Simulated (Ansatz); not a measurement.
C3H4BF, SMILES `BCC#CF` from Hartree–Fock to CCSD(T)

Cartesian coordinates in Å:
```
B 0.761 -1.332 -0.067
C 0.612 0.202 0.181
C -0.694 0.805 -0.014
C -1.778 1.279 -0.182
F -2.934 1.790 -0.359
H 1.842 -1.820 0.095
H -0.156 -2.017 -0.407
H 1.367 0.700 -0.447
H 0.979 0.395 1.201
```

Total charge 0; spin multiplicity 1. Geometry: relaxed with PBE0-D4/def2-TZVP. Frozen core, restricted reference, Ansatz. CBS rows extrapolate triple and quadruple zeta; past MP2 they add the triple-zeta difference.

| basis | HF (Eh) | MP2 corr. |
| --- | --- | --- |
| def2-SVP | -239.75194 | -0.64718 |
| def2-TZVPP | -240.03287 | -0.80922 |
| def2-QZVPP | -240.04331 | -0.86953 |

**Question.** Estimate the CCSD correlation energy and the (T) correction in each basis where they were run (hartree).

**Answer.** 
```
     basis  CCSD corr.       (T)
  def2-SVP    -0.68524  -0.02170
def2-TZVPP    -0.83813  -0.03471
 CBS(def2)    -0.94311     as TZ
```
